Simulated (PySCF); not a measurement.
Computed Raman spectrum (relative Raman activity) of a molecule C4H7FSi. Coordinates come from a PBE0-D3(BJ)/def2-SVP optimisation. One conformer was computed; it need not be the lowest. Computed with PySCF with PBE0-D3(BJ)/def2-SVP. Frequencies are harmonic and unscaled.

ν (cm⁻¹): 71 (vw), 82 (vw), 163 (vw), 195 (w), 307 (vw), 423 (vw), 555 (w), 674 (w), 735 (vw), 818 (w), 831 (w), 1002 (w), 1011 (vw), 1271 (m), 1416 (m), 1421 (m), 1685 (m), 2242 (vs), 3138 (s), 3142 (s), 3162 (vs), 3165 (vs), 3234 (s), 3244 (s) (against the strongest line: vs over 80 %, s over 45 %, m over 15 %, w over 4 %, vw less)

### Question
Identify the compound among the candidates.
A. C=C[SiH](F)C=C
B. C#C[C@@H](C)[SiH2]F
C. CC1=C[Si@H](F)C1
D. C=C1[SiH2]C[C@H]1F

### Answer
A, C=C[SiH](F)C=C
